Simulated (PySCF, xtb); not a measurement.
C₂H₉FOSi₂, SMILES C[Si@H](O)[C@H](F)[SiH3]. The values are those of a single conformer.

Harmonic wavenumbers (cm⁻¹) from xtb with GFN2-xTB at its own minimum, in rising order: 31, 103, 113, 118, 138, 168, 210, 238, 275, 344, 494, 547, 619, 651, 686, 731, 757, 776, 779, 789, 814, 825, 863, 903, 979, 1073, 1257, 1378, 1482, 1489, 2225, 2269, 2270, 2276, 2919, 3031, 3033, 3059, 3665.

Question: What does r2SCAN-D4/def2-SVP in PySCF give at its own minimum? (Estimate from the structure and the level; the computed values follow.)

Answer: 39, 114, 135, 141, 155, 160, 194, 251, 283, 360, 508, 594, 661, 669, 730, 747, 789, 815, 845, 895, 914, 930, 935, 942, 995, 1058, 1254, 1274, 1422, 1430, 2183, 2222, 2230, 2239, 3023, 3035, 3138, 3149, 3886. Paired by order, the mean absolute difference is 47 cm⁻¹ and the zero-point energies are 63.4 and 64.8 kcal/mol.
